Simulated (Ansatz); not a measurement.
Molecule: sum formula H2BO2Br, charge 0, multiplicity 1. 
Geometry from a B3LYP-D3(BJ)/def2-TZVP (Ansatz, a first-principles code) optimisation:
SMILES: OB(O)Br
```xyz
6

O      1.6455    -1.1399     0.4064
B      0.3246    -0.9027     0.2771
O     -0.5544    -1.8945     0.5250
Br    -0.3166     0.8805    -0.2703
H      2.2062    -0.3838     0.2124
H     -1.4760    -1.6469     0.4109
```
Charge 0, spin multiplicity 1.

Property: vertical triplet-singlet gap (E(triplet) - E(singlet); each state is the SCF solution reached for its spin), in kcal/mol. Correlated levels leave the core frozen unless marked. UHF or UKS for open shells. No spin-orbit coupling. Frozen are the shells of the preceding noble gas and the d and f shells that filled before the atom's block. No relativistic terms. Basis-set limits of correlation are two-point, X^-3; Hartree-Fock from the larger set.

CCSD(T)/CBS(aug-cc-pVTZ,aug-cc-pVQZ) (Ansatz) gives 173.0 kcal/mol.

Task: Another calculation gave 172.6 kcal/mol. Which level was it?
A. SVWN5/def2-TZVPD (Ansatz)
B. wB97M-V/def2-TZVPD (Ansatz)
C. B2PLYP/def2-TZVPD (Ansatz)
D. B3LYP/def2-TZVPD (Ansatz)

Result: B, wB97M-V/def2-TZVPD (Ansatz). The others give 159.0 (SVWN5), 165.2 (B3LYP), 168.8 (B2PLYP) kcal/mol.
